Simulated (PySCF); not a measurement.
C₄H₉N (SMILES C[C@H]1CCN1), singlet, at a GFN2-xTB geometry; DF-PBE/def2-TZVPD in PySCF.

Here is a job for PySCF.
```python
from pyscf import gto, scf, dft

mol = gto.Mole()
mol.atom = '''
    C     1.63329168    0.46811167    0.49427210
    C     0.58289591   -0.40401390   -0.17859695
    C    -0.61502083   -0.76356325    0.71752621
    C    -1.42535077    0.23529717   -0.11773306
    N    -0.33287453    0.29223525   -1.09227127
    H     2.17312641   -0.10573545    1.24432710
    H     1.16447467    1.32193809    0.98098488
    H     2.34658693    0.83458213   -0.24184345
    H     1.06865232   -1.25151896   -0.67534560
    H    -0.94872047   -1.79172824    0.61142090
    H    -0.50042017   -0.52176878    1.77140424
    H    -1.63473446    1.17482466    0.40601390
    H    -2.35299520   -0.13826526   -0.55683415
    H    -0.04074414    1.21703494   -1.38703860
'''
mol.basis = 'def2-tzvpd'
mol.verbose = 4
mol.max_memory = 1800
mol.build()

mf = dft.RKS(mol)
mf.xc = 'pbe'
mf = mf.density_fit(auxbasis='def2-universal-jkfit')
mf.kernel()
```

The log (banner, timings and long lists left out):

```
PySCF version 2.14.0

[INPUT] verbose = 4
[INPUT] num. atoms = 14
[INPUT] num. electrons = 40
[INPUT] charge = 0
[INPUT] spin (= nelec alpha-beta = 2S) = 0
[INPUT] symmetry False subgroup None
[INPUT] Mole.unit = angstrom
[INPUT] Symbol           X                Y                Z      unit          X                Y                Z       unit  Magmom
[INPUT]  1 C      1.633291680000   0.468111670000   0.494272100000 AA    3.086473956731   0.884602852013   0.934038900014 Bohr   0.0
[INPUT]  2 C      0.582895910000  -0.404013900000  -0.178596950000 AA    1.101513629029  -0.763475621517  -0.337499322183 Bohr   0.0
[INPUT]  3 C     -0.615020830000  -0.763563250000   0.717526210000 AA   -1.162220929603  -1.442925421283   1.355928024097 Bohr   0.0
[INPUT]  4 C     -1.425350770000   0.235297170000  -0.117733060000 AA   -2.693522586738   0.444647209185  -0.222483239207 Bohr   0.0
[INPUT]  5 N     -0.332874530000   0.292235250000  -1.092271270000 AA   -0.629041695543   0.552244586444  -2.064093554031 Bohr   0.0
[INPUT]  6 H      2.173126410000  -0.105735450000   1.244327100000 AA    4.106613748959  -0.199811042158   2.351437428374 Bohr   0.0
[INPUT]  7 H      1.164474670000   1.321938090000   0.980984880000 AA    2.200538205293   2.498100943731   1.853792755539 Bohr   0.0
[INPUT]  8 H      2.346586930000   0.834582130000  -0.241843450000 AA    4.434406625184   1.577131654156  -0.457017885520 Bohr   0.0
[INPUT]  9 H      1.068652320000  -1.251518960000  -0.675345600000 AA    2.019460207181  -2.365028074100  -1.276218223430 Bohr   0.0
[INPUT] 10 H     -0.948720470000  -1.791728240000   0.611420900000 AA   -1.792821857069  -3.385875663249   1.155418047835 Bohr   0.0
[INPUT] 11 H     -0.500420170000  -0.521768780000   1.771404240000 AA   -0.945657068508  -0.986000094548   3.347468869493 Bohr   0.0
[INPUT] 12 H     -1.634734460000   1.174824660000   0.406013900000 AA   -3.089200415789   2.220096851785   0.767255073767 Bohr   0.0
[INPUT] 13 H     -2.352995200000  -0.138265260000  -0.556834150000 AA   -4.446516500416  -0.261283473942  -1.052264040305 Bohr   0.0
[INPUT] 14 H     -0.040744140000   1.217034940000  -1.387038600000 AA   -0.076995265781   2.299862720626  -2.621123078200 Bohr   0.0

nuclear repulsion = 188.699050820244
number of shells = 110
number of NR pGTOs = 359
number of NR cGTOs = 266
basis = def2-tzvpd
ecp = {}

******** <class 'pyscf.df.df_jk.DFRKS'> ********
method = DFRKS
initial guess = minao
damping factor = 0
level_shift factor = 0
DIIS = <class 'pyscf.scf.diis.CDIIS'>
diis_start_cycle = 1
diis_space = 8
diis_damp = 0
SCF conv_tol = 1e-09
SCF conv_tol_grad = None
SCF max_cycles = 50
direct_scf = False
XC library pyscf.dft.libxc version 7.1.2
    S. Lehtola, C. Steigemann, M. J. T. Oliveira, and M. A. L. Marques,  SoftwareX 7, 1–5 (2018)
XC functionals = pbe
    J. P. Perdew, K. Burke, and M. Ernzerhof,  Phys. Rev. Lett. 77, 3865 (1996)
    J. P. Perdew, K. Burke, and M. Ernzerhof,  Phys. Rev. Lett. 78, 1396 (1997)
    J. P. Perdew, K. Burke, and M. Ernzerhof,  Phys. Rev. Lett. 77, 3865 (1996)
    J. P. Perdew, K. Burke, and M. Ernzerhof,  Phys. Rev. Lett. 78, 1396 (1997)
radial grids:
    Treutler-Ahlrichs [JCP 102, 346 (1995); DOI:10.1063/1.469408] (M4) radial grids

becke partition: Becke, JCP 88, 2547 (1988); DOI:10.1063/1.454033
pruning grids: <function nwchem_prune>
grids dens level: 3
symmetrized grids: False
atomic radii adjust function: <function treutler_atomic_radii_adjust>
small_rho_cutoff = 0
Set gradient conv threshold to 3.16228e-05
Initial guess from minao.
tot grids = 158648
init E= -212.633770948648
  HOMO = -0.27452735811228  LUMO = -0.0303739033924015  gap/eV = 6.64375
cycle= 1 E= -212.259572158955  delta_E= 0.374  |g|= 0.564  |ddm|=  4.2
  HOMO = -0.0783395709831467  LUMO = 0.0124546950743735  gap/eV = 2.47064
cycle= 2 E= -212.104162409247  delta_E= 0.155  |g|= 0.968  |ddm|= 8.13
  HOMO = -0.189242427155776  LUMO = -0.00834043987605233  gap/eV = 4.92259
cycle= 3 E= -212.34241555249  delta_E= -0.238  |g|= 0.126  |ddm|= 6.98
  HOMO = -0.176645665974618  LUMO = -0.00865663259022843  gap/eV = 4.57121
cycle= 4 E= -212.34520623123  delta_E= -0.00279  |g|= 0.0554  |ddm|= 0.409
  HOMO = -0.181636928024794  LUMO = -0.00845958513034439  gap/eV = 4.71240
cycle= 5 E= -212.345827999543  delta_E= -0.000622  |g|= 0.0145  |ddm|= 0.151
  HOMO = -0.180760056050239  LUMO = -0.00867839845541352  gap/eV = 4.68258
cycle= 6 E= -212.345869134804  delta_E= -4.11e-05  |g|= 0.00457  |ddm|= 0.0433
  HOMO = -0.18076075108052  LUMO = -0.00865034298663236  gap/eV = 4.68336
cycle= 7 E= -212.345873645707  delta_E= -4.51e-06  |g|= 0.000741  |ddm|= 0.00541
  HOMO = -0.180784352846544  LUMO = -0.00864548708970692  gap/eV = 4.68414
cycle= 8 E= -212.345873769649  delta_E= -1.24e-07  |g|= 0.000225  |ddm|= 0.00207
  HOMO = -0.180794192946294  LUMO = -0.00865649720003325  gap/eV = 4.68411
cycle= 9 E= -212.345873783582  delta_E= -1.39e-08  |g|= 4.02e-05  |ddm|= 0.000638
  HOMO = -0.180794559238947  LUMO = -0.00865716518966431  gap/eV = 4.68410
cycle= 10 E= -212.345873783916  delta_E= -3.34e-10  |g|= 1.95e-05  |ddm|= 0.000101
  HOMO = -0.180793829088984  LUMO = -0.00865684724116944  gap/eV = 4.68409
Extra cycle  E= -212.345873783747  delta_E= 1.68e-10  |g|= 3.28e-05  |ddm|= 7.76e-05
converged SCF energy = -212.345873783747
```
